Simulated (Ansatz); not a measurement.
Ansatz (a quantum-chemistry and plane-wave program) input (wB97M-V/def2-QZVPPD): A basis named .json is the Basis Set Exchange file of that set (core-valence sets with the plain set on hydrogen).

Ansatz 0.2 input:
```yaml
crystal:
  periodic: [false, false, false]
  atoms:
    - {symbol: O, position_ang: [-0.00000000, -0.00000000, -1.13481261]}
    - {symbol: C, position_ang: [0.00000000, 0.00000000, 0.04054995]}
    - {symbol: N, position_ang: [0.00000000, 0.00000000, 1.26217160]}
basis:
  gaussian:
    orbitals: def2-QZVPPD.json
hamiltonian:
  xc: {name: wB97M-V}
magnetization: {spin_polarized: true, initial_magnetization: 1}
```

Output:

```
Functional definition: wB97M-V
integrals: 0.08 GiB planned
568 factors; their error is unknown
integrals: 0.11 GiB planned
155 factors; integrals over basis functions are off by at most 3.3e-5 eV
mean field: 1.05 GiB planned
mean field evaluation 1: about -4570.5284 eV, gradient 2.4e1 eV
mean field evaluation 2: about -4570.6532 eV, gradient 2.5e1 eV
mean field evaluation 4: about -4572.4977 eV, gradient 1.6e0 eV
mean field evaluation 8: about -4572.5106 eV, gradient 5.6e-2 eV
mean field evaluation 16: about -4572.5114 eV, gradient 2.9e-4 eV
mean field -4572.51143413 eV, -168.0366958447 hartree, gradient 7.1e-5 eV, S^2 0.764283; 0 other end points of the search recorded, 0 dependent functions left out
reference -4572.51147449 eV, -168.0366973280 hartree; 11, 10 occupied and 181, 182 virtual orbitals, 568 factors
Total energy: -4572.51147449 eV, -168.0366973280 hartree
```
